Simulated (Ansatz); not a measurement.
# Molecular dynamics of F2H3NSi

Input file:

```yaml
crystal:
  periodic: [false, false, false]
  atoms:
    - { symbol: Si, position_ang: [-0.267218, -0.934956, -0.323699] }
    - { symbol: F, position_ang: [0.973989, -1.258478, -1.300083] }
    - { symbol: F, position_ang: [-1.460665, -0.421138, -1.278105] }
    - { symbol: H, position_ang: [-0.256276, -0.4513, 1.233535] }
    - { symbol: "N", position_ang: [0.202916, 0.671636, 0.502414] }
    - { symbol: H, position_ang: [-0.366926, 1.514926, 0.440712] }
    - { symbol: H, position_ang: [1.174279, 0.87931, 0.725227] }
basis:
  gaussian: { orbitals: "6-31G*" }
hamiltonian:
  xc: r2scanh
md:
  timestep: 0.5
  n_steps: 200
  ensemble: nve
  temperature: 100.0
  initial_velocities: maxwell_boltzmann
  seed: 8045
```

Command:

```bash
$ ansatz run input.yaml --threads 2 --pin off --max-ram 3072MiB --backend cpu --events-out ev --progress --plain --runs-dir out
```

It starts at the highest image of a converged band. Of that band: Neighbouring images differ by up to 2.0 eV, so the band resolves the path poorly. A vibrational analysis at the climbing image gives one clearly imaginary mode, 1476i cm⁻¹: a first-order saddle point.

Output, in part (one step line in 3, the closing report, with atoms numbered from 0):

```
md step     0: t =     0.00 fs  T =   100.0 K  F+E_penalty+E_count = -14846.33181030 eV  E_kin = 0.064630 eV  conserved = -14846.26718030 eV  (26 SCF iters)
md step     3: t =     1.50 fs  T =    83.9 K  F+E_penalty+E_count = -14846.32115006 eV  E_kin = 0.054198 eV  conserved = -14846.26695233 eV  (25 SCF iters)
md step     6: t =     3.00 fs  T =    71.7 K  F+E_penalty+E_count = -14846.31319566 eV  E_kin = 0.046316 eV  conserved = -14846.26687951 eV  (24 SCF iters)
md step     9: t =     4.50 fs  T =    78.8 K  F+E_penalty+E_count = -14846.31792262 eV  E_kin = 0.050924 eV  conserved = -14846.26699865 eV  (24 SCF iters)
md step    12: t =     6.00 fs  T =    91.5 K  F+E_penalty+E_count = -14846.32589766 eV  E_kin = 0.059154 eV  conserved = -14846.26674374 eV  (27 SCF iters)
md step    15: t =     7.50 fs  T =   156.5 K  F+E_penalty+E_count = -14846.36762409 eV  E_kin = 0.101126 eV  conserved = -14846.26649827 eV  (26 SCF iters)
md step    18: t =     9.00 fs  T =   326.8 K  F+E_penalty+E_count = -14846.47758217 eV  E_kin = 0.211184 eV  conserved = -14846.26639816 eV  (26 SCF iters)
md step    21: t =    10.50 fs  T =   629.5 K  F+E_penalty+E_count = -14846.67372400 eV  E_kin = 0.406856 eV  conserved = -14846.26686763 eV  (25 SCF iters)
md step    24: t =    12.00 fs  T =   959.6 K  F+E_penalty+E_count = -14846.89022564 eV  E_kin = 0.620184 eV  conserved = -14846.27004153 eV  (25 SCF iters)
md step    27: t =    13.50 fs  T =  1059.0 K  F+E_penalty+E_count = -14846.94939448 eV  E_kin = 0.684450 eV  conserved = -14846.26494491 eV  (25 SCF iters)
md step    30: t =    15.00 fs  T =  1583.1 K  F+E_penalty+E_count = -14847.29517448 eV  E_kin = 1.023180 eV  conserved = -14846.27199400 eV  (25 SCF iters)
md step    33: t =    16.50 fs  T =  1677.4 K  F+E_penalty+E_count = -14847.35458977 eV  E_kin = 1.084094 eV  conserved = -14846.27049591 eV  (28 SCF iters)
md step    36: t =    18.00 fs  T =  1329.4 K  F+E_penalty+E_count = -14847.12534923 eV  E_kin = 0.859191 eV  conserved = -14846.26615775 eV  (25 SCF iters)
md step    39: t =    19.50 fs  T =  1370.5 K  F+E_penalty+E_count = -14847.15153112 eV  E_kin = 0.885754 eV  conserved = -14846.26577735 eV  (25 SCF iters)
md step    42: t =    21.00 fs  T =  1894.4 K  F+E_penalty+E_count = -14847.49346619 eV  E_kin = 1.224352 eV  conserved = -14846.26911465 eV  (25 SCF iters)
md step    45: t =    22.50 fs  T =  2174.6 K  F+E_penalty+E_count = -14847.68022775 eV  E_kin = 1.405474 eV  conserved = -14846.27475354 eV  (25 SCF iters)
md step    48: t =    24.00 fs  T =  1734.9 K  F+E_penalty+E_count = -14847.38350412 eV  E_kin = 1.121283 eV  conserved = -14846.26222119 eV  (25 SCF iters)
md step    51: t =    25.50 fs  T =  2116.9 K  F+E_penalty+E_count = -14847.64208295 eV  E_kin = 1.368123 eV  conserved = -14846.27395963 eV  (25 SCF iters)
md step    54: t =    27.00 fs  T =  1990.1 K  F+E_penalty+E_count = -14847.55551393 eV  E_kin = 1.286191 eV  conserved = -14846.26932252 eV  (25 SCF iters)
md step    57: t =    28.50 fs  T =  1607.0 K  F+E_penalty+E_count = -14847.30396974 eV  E_kin = 1.038572 eV  conserved = -14846.26539794 eV  (25 SCF iters)
md step    60: t =    30.00 fs  T =  1768.4 K  F+E_penalty+E_count = -14847.40925558 eV  E_kin = 1.142927 eV  conserved = -14846.26632882 eV  (25 SCF iters)
md step    63: t =    31.50 fs  T =  2232.6 K  F+E_penalty+E_count = -14847.71629659 eV  E_kin = 1.442948 eV  conserved = -14846.27334870 eV  (25 SCF iters)
md step    66: t =    33.00 fs  T =  1913.4 K  F+E_penalty+E_count = -14847.50440047 eV  E_kin = 1.236631 eV  conserved = -14846.26776951 eV  (25 SCF iters)
md step    69: t =    34.50 fs  T =  1923.5 K  F+E_penalty+E_count = -14847.51331024 eV  E_kin = 1.243145 eV  conserved = -14846.27016517 eV  (25 SCF iters)
md step    72: t =    36.00 fs  T =  2018.6 K  F+E_penalty+E_count = -14847.57668829 eV  E_kin = 1.304639 eV  conserved = -14846.27204967 eV  (25 SCF iters)
md step    75: t =    37.50 fs  T =  1453.9 K  F+E_penalty+E_count = -14847.20534844 eV  E_kin = 0.939637 eV  conserved = -14846.26571107 eV  (25 SCF iters)
md step    78: t =    39.00 fs  T =  1319.4 K  F+E_penalty+E_count = -14847.11790900 eV  E_kin = 0.852745 eV  conserved = -14846.26516438 eV  (26 SCF iters)
md step    81: t =    40.50 fs  T =  1729.3 K  F+E_penalty+E_count = -14847.38841937 eV  E_kin = 1.117666 eV  conserved = -14846.27075371 eV  (25 SCF iters)
md step    84: t =    42.00 fs  T =  1665.7 K  F+E_penalty+E_count = -14847.34824158 eV  E_kin = 1.076570 eV  conserved = -14846.27167153 eV  (25 SCF iters)
md step    87: t =    43.50 fs  T =  1539.4 K  F+E_penalty+E_count = -14847.26026269 eV  E_kin = 0.994905 eV  conserved = -14846.26535754 eV  (25 SCF iters)
md step    90: t =    45.00 fs  T =  1986.0 K  F+E_penalty+E_count = -14847.55753867 eV  E_kin = 1.283556 eV  conserved = -14846.27398248 eV  (25 SCF iters)
md step    93: t =    46.50 fs  T =  1605.4 K  F+E_penalty+E_count = -14847.30475366 eV  E_kin = 1.037554 eV  conserved = -14846.26719960 eV  (25 SCF iters)
md step    96: t =    48.00 fs  T =  1345.7 K  F+E_penalty+E_count = -14847.13533123 eV  E_kin = 0.869741 eV  conserved = -14846.26559050 eV  (25 SCF iters)
md step    99: t =    49.50 fs  T =  1580.4 K  F+E_penalty+E_count = -14847.29027116 eV  E_kin = 1.021439 eV  conserved = -14846.26883168 eV  (25 SCF iters)
md step   102: t =    51.00 fs  T =  1646.5 K  F+E_penalty+E_count = -14847.33749886 eV  E_kin = 1.064107 eV  conserved = -14846.27339161 eV  (25 SCF iters)
md step   105: t =    52.50 fs  T =  1185.2 K  F+E_penalty+E_count = -14847.02978832 eV  E_kin = 0.765995 eV  conserved = -14846.26379364 eV  (25 SCF iters)
md step   108: t =    54.00 fs  T =  1337.5 K  F+E_penalty+E_count = -14847.13666244 eV  E_kin = 0.864432 eV  conserved = -14846.27223039 eV  (25 SCF iters)
md step   111: t =    55.50 fs  T =  1108.7 K  F+E_penalty+E_count = -14846.98506445 eV  E_kin = 0.716552 eV  conserved = -14846.26851219 eV  (25 SCF iters)
md step   114: t =    57.00 fs  T =   753.3 K  F+E_penalty+E_count = -14846.75292346 eV  E_kin = 0.486855 eV  conserved = -14846.26606870 eV  (25 SCF iters)
md step   117: t =    58.50 fs  T =   792.2 K  F+E_penalty+E_count = -14846.77779230 eV  E_kin = 0.511968 eV  conserved = -14846.26582443 eV  (25 SCF iters)
md step   120: t =    60.00 fs  T =  1223.6 K  F+E_penalty+E_count = -14847.06099224 eV  E_kin = 0.790784 eV  conserved = -14846.27020783 eV  (25 SCF iters)
md step   123: t =    61.50 fs  T =  1273.8 K  F+E_penalty+E_count = -14847.09408080 eV  E_kin = 0.823267 eV  conserved = -14846.27081351 eV  (25 SCF iters)
md step   126: t =    63.00 fs  T =  1185.3 K  F+E_penalty+E_count = -14847.03239067 eV  E_kin = 0.766091 eV  conserved = -14846.26630002 eV  (25 SCF iters)
md step   129: t =    64.50 fs  T =  1422.4 K  F+E_penalty+E_count = -14847.19188066 eV  E_kin = 0.919283 eV  conserved = -14846.27259718 eV  (25 SCF iters)
md step   132: t =    66.00 fs  T =  1029.5 K  F+E_penalty+E_count = -14846.93285120 eV  E_kin = 0.665397 eV  conserved = -14846.26745449 eV  (25 SCF iters)
md step   135: t =    67.50 fs  T =   748.3 K  F+E_penalty+E_count = -14846.74899043 eV  E_kin = 0.483621 eV  conserved = -14846.26536975 eV  (26 SCF iters)
md step   138: t =    69.00 fs  T =   989.4 K  F+E_penalty+E_count = -14846.90842301 eV  E_kin = 0.639422 eV  conserved = -14846.26900150 eV  (25 SCF iters)
md step   141: t =    70.50 fs  T =  1059.1 K  F+E_penalty+E_count = -14846.95684403 eV  E_kin = 0.684508 eV  conserved = -14846.27233606 eV  (25 SCF iters)
md step   144: t =    72.00 fs  T =   846.9 K  F+E_penalty+E_count = -14846.81251013 eV  E_kin = 0.547335 eV  conserved = -14846.26517545 eV  (26 SCF iters)
md step   147: t =    73.50 fs  T =  1157.8 K  F+E_penalty+E_count = -14847.02035201 eV  E_kin = 0.748288 eV  conserved = -14846.27206397 eV  (25 SCF iters)
md step   150: t =    75.00 fs  T =  1005.7 K  F+E_penalty+E_count = -14846.91860089 eV  E_kin = 0.649982 eV  conserved = -14846.26861903 eV  (25 SCF iters)
md step   153: t =    76.50 fs  T =   789.4 K  F+E_penalty+E_count = -14846.77616984 eV  E_kin = 0.510220 eV  conserved = -14846.26595001 eV  (26 SCF iters)
md step   156: t =    78.00 fs  T =   996.0 K  F+E_penalty+E_count = -14846.91142786 eV  E_kin = 0.643708 eV  conserved = -14846.26772005 eV  (26 SCF iters)
md step   159: t =    79.50 fs  T =  1260.2 K  F+E_penalty+E_count = -14847.08626895 eV  E_kin = 0.814444 eV  conserved = -14846.27182512 eV  (25 SCF iters)
md step   162: t =    81.00 fs  T =  1187.7 K  F+E_penalty+E_count = -14847.03310635 eV  E_kin = 0.767588 eV  conserved = -14846.26551879 eV  (25 SCF iters)
md step   165: t =    82.50 fs  T =  1517.0 K  F+E_penalty+E_count = -14847.25137815 eV  E_kin = 0.980428 eV  conserved = -14846.27095010 eV  (26 SCF iters)
md step   168: t =    84.00 fs  T =  1541.9 K  F+E_penalty+E_count = -14847.26682041 eV  E_kin = 0.996509 eV  conserved = -14846.27031167 eV  (25 SCF iters)
md step   171: t =    85.50 fs  T =  1196.1 K  F+E_penalty+E_count = -14847.04030688 eV  E_kin = 0.773020 eV  conserved = -14846.26728668 eV  (25 SCF iters)
md step   174: t =    87.00 fs  T =  1019.9 K  F+E_penalty+E_count = -14846.92556062 eV  E_kin = 0.659144 eV  conserved = -14846.26641640 eV  (25 SCF iters)
md step   177: t =    88.50 fs  T =  1143.3 K  F+E_penalty+E_count = -14847.00912236 eV  E_kin = 0.738892 eV  conserved = -14846.27023042 eV  (25 SCF iters)
md step   180: t =    90.00 fs  T =  1002.2 K  F+E_penalty+E_count = -14846.91618762 eV  E_kin = 0.647721 eV  conserved = -14846.26846661 eV  (25 SCF iters)
md step   183: t =    91.50 fs  T =   917.4 K  F+E_penalty+E_count = -14846.86040484 eV  E_kin = 0.592923 eV  conserved = -14846.26748155 eV  (25 SCF iters)
md step   186: t =    93.00 fs  T =  1120.5 K  F+E_penalty+E_count = -14846.99406913 eV  E_kin = 0.724159 eV  conserved = -14846.26991054 eV  (26 SCF iters)
md step   189: t =    94.50 fs  T =  1079.9 K  F+E_penalty+E_count = -14846.96777566 eV  E_kin = 0.697955 eV  conserved = -14846.26982056 eV  (25 SCF iters)
md step   192: t =    96.00 fs  T =   800.0 K  F+E_penalty+E_count = -14846.78327667 eV  E_kin = 0.517064 eV  conserved = -14846.26621315 eV  (25 SCF iters)
md step   195: t =    97.50 fs  T =   874.8 K  F+E_penalty+E_count = -14846.83278628 eV  E_kin = 0.565381 eV  conserved = -14846.26740525 eV  (25 SCF iters)
md step   198: t =    99.00 fs  T =  1085.1 K  F+E_penalty+E_count = -14846.97280419 eV  E_kin = 0.701323 eV  conserved = -14846.27148132 eV  (25 SCF iters)
md step   200: t =   100.00 fs  T =   981.7 K  F+E_penalty+E_count = -14846.90369943 eV  E_kin = 0.634503 eV  conserved = -14846.26919603 eV  (26 SCF iters)
Total energy: -14846.90370719 eV, -545.6136476464 hartree
Atom 0 at    -0.467838    -1.526186    -0.819446 Å, force    -0.261413    -1.721362     0.498501 eV/Å
Atom 1 at     1.083219    -1.124176    -0.895658 Å, force     0.028087     0.847878    -0.262598 eV/Å
Atom 2 at    -1.521739    -0.331836    -0.948322 Å, force     0.298368     0.960440    -0.233268 eV/Å
Atom 3 at     0.581379     2.050141     1.192876 Å, force     0.610331     3.220873     2.869758 eV/Å
Atom 4 at     0.468536     1.350923     0.580094 Å, force    -1.383316    -3.301987    -1.625275 eV/Å
Atom 5 at    -0.349528     1.533091     0.019229 Å, force     0.330759    -0.013646    -0.457285 eV/Å
Atom 6 at     1.310288     1.178949     0.082406 Å, force     0.377183     0.007805    -0.789833 eV/Å
Dipole moment:     0.071067     0.306187    -0.104985 e Å
```

The run went to its last step. The conserved energy stayed within 1.2 meV per atom of its start (net change -0.29 meV per atom), so the integration is sound. The system heated up, since it started high on the potential surface and ran downhill. A run of 0.1 ps of so small a system gives no equilibrium averages. The orbitals stay closed-shell, which can raise the energy where a bond breaks towards radicals; this wasn't checked here.

The step under study would form Si1–H4, Si1–N5 and break H4–N5. These pairs go: Si1–H4 1.63 → 4.24 Å, Si1–N5 1.87 → 3.33 Å, H4–N5 1.42 → 0.94 Å. In the last frame they stand as before the step (other bonds may differ from the relaxed reactants and products). It ends as F2Si + H3N. Pairs count as bonded within 1.25 times the sum of covalent radii (0.12 Å more for H–H).

Last frame:

```xyz
7
Properties=species:S:1:pos:R:3
Si -0.468 -1.526 -0.819
F 1.083 -1.124 -0.896
F -1.522 -0.332 -0.948
H 0.581 2.050 1.193
N 0.469 1.351 0.580
H -0.349 1.533 0.019
H 1.310 1.179 0.082
```

Time of the run: 3.2 min on 2 threads of Intel(R) Xeon(R) Platinum 8559C (Emerald Rapids), on a shared host, peak memory 0.16 GiB.
